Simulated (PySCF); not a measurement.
Compound: cis-Si(NH3)2F4.
Cartesian coordinates in Å at the PBE0-D3(BJ)/def2-SVP level; atoms count from 1:
```
atom  x, y, z in Å
Si1   -0.5894    0.0089   -0.6200
N2    -0.6276   -0.1164    1.4155
H3    -1.6090    0.1054    1.5935
H4    -0.0585    0.5496    1.9351
H5    -0.4574   -1.0673    1.7413
F6    -0.4081    0.1293   -2.2530
N7     1.4484    0.0919   -0.5520
H8     1.6680   -0.1168   -1.5278
H9     1.9250   -0.5963    0.0282
H10    1.7870    1.0317   -0.3488
F11   -2.2316   -0.0819   -0.5301
F12   -0.4933    1.6503   -0.3161
F13   -0.3230   -1.6405   -0.5437
```

Computed with PBE0-D3(BJ)/def2-SVP geometry optimisation, gas phase in PySCF.

**Question.** Which atoms are bound to Si1, and at what distances?

**Answer.** 6 atoms: F11 1.647 Å, F6 1.647 Å, F12 1.672 Å, F13 1.672 Å, N2 2.040 Å, N7 2.041 Å. The nearest atom not counted as bound is H8, at 2.44 Å (others tie with it).

**Question.** List the angles at Si1.

**Answer.** 
```tsv
angle	degrees	distance of the outer atoms (Å)
N7–Si1–F11	174.9	3.68
N2–Si1–F6	174.7	3.68
F12–Si1–F13	161.9	3.30
F6–Si1–F11	99.7	2.52
F6–Si1–F12	95.9	2.46
F11–Si1–F13	95.9	2.46
F11–Si1–F12	95.8	2.46
F6–Si1–F13	95.7	2.46
N2–Si1–N7	89.3	2.87
N2–Si1–F11	85.6	2.52
F6–Si1–N7	85.4	2.52
N2–Si1–F13	84.1	2.50
N7–Si1–F12	84.1	2.50
N2–Si1–F12	83.1	2.48
N7–Si1–F13	83.1	2.48
```

**Question.** What is the shape at Si1?

**Answer.** Distorted octahedral: the three widest angles are 174.9°, 174.7° and 161.9°, the others run from 83.1° to 99.7°. The Si–F distances aren't all alike: 1.647 to 1.672 Å.

**Question.** What are the other bond lengths?

**Answer.** N2–H3 and 5 like bonds 1.020 Å.

**Question.** What are the rotational constants (commonest isotopes, rigid rotor)?

**Answer.** A = 2235, B = 2078, C = 1971 MHz: an asymmetric top.

Point group: C2 (every atom within 0.08 Å of its image). Charge 0, singlet. Whether it is a minimum is left open (no frequencies).
